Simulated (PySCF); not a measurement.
B3LYP has the VWN-RPA correlation part, as in Gaussian. 

Cartesian coordinates (Å):
SMILES: [Ga]([Cl])[Cl]
```xyz
3

Cl     1.8594    -0.3615     0.0000
Ga    -0.0019     0.7328     0.0000
Cl    -1.8574    -0.3713     0.0000
```
Charge 0, spin multiplicity 2.

Q: Give the total energy, dipole moment and highest occupied spin orbital at the level B3LYP-D3(BJ)/def2-TZVP // PBE0-D3(BJ)/def2-TZVP (PySCF).

A: 
The total energy is -2845.4475 Ha, the dipole moment is 1.74 D and the highest occupied spin orbital comes out as -6.84 eV.
